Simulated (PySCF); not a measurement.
Computed with TPSSh-D3(BJ)/def2-TZVP // r2SCAN-D4/def2-SVP in PySCF. Gas-phase values, no solvent. 

Reference species: [Zr(Cl)3(H)] (neutral, multiplicity 1).

```
Property                Value
-------------------  --------
HOMO                 -8.57 eV
coordination number         4
```

Changed species: [Zr(Cl)2(H)2] (2 of 4 Cl replaced by H; the reference has 1 of 4 Cl replaced by H).

Problem. Predict the effect on the HOMO and coordination number.

Solution. the HOMO rises by 0.31 eV, to -8.26 eV; the coordination number stays essentially unchanged.
